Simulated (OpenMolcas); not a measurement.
Ni2+ among 6 point charges of -2 e arranged as a trigonal prism (D3h), with a polar angle of 46.2° against the regular 49.1°. The active orbitals were held to one l.

- Program: OpenMolcas 26.06
- Method: CASSCF
- Basis: ANO-RCC-VDZP [5s4p2d1f]
- Scalar Hamiltonian: DKH2, point nucleus
- Active space: 8 electrons in 5 orbitals (3d)
- State averaging: 2S+1 = 3 even, 10 roots; 2S+1 = 1 even, 15 roots
- Spin-orbit coupling: RASSI with atomic mean-field integrals over the reference wave functions

All point charges move together. At R = 1.59 Å the first state of the same spin is 6775 cm-1, and at R = 1.92 Å it is 3219 cm-1.

Question: A third run gives 4899 cm-1. What distance was it run at?

Answer: With a power law R^-n the two known points give n = -ln(3219 / 6775) / ln(1.92 / 1.59) = 3.95. Then R = 1.59 × (6775 / 4899)^(1/3.95) = 1.726 Å. The run was at 1.73 Å, so the estimate is off by -0.004 Å.

Without dynamic correlation the repulsion within the d shell is too large (B by tens of per cent), so at a given field states of lower spin stand too high. Point charges carry no covalency, so the field is a model and not that of real ligands. An unlabelled pair can be two single states that coincide in this model. No measured value stands beside these numbers.
